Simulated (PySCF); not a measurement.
InFCl₂, SMILES [F][In]([Cl])[Cl]. Geometry: PBE-D3(BJ)/def2-SVP. The def2 effective core potentials stand for the cores of In; spin–orbit coupling is left out.

Computed equilibrium geometry at PBE-D3(BJ)/def2-SVP (PySCF confirms it by a frequency run) as Cartesian coordinates in Å, and its point group:
point group C2v.
```xyz
4

In     0.0000     0.0000    -0.2183
F      0.0000     0.0000    -2.1815
Cl     0.0000    -2.0558     0.8921
Cl     0.0000     2.0558     0.8921
```
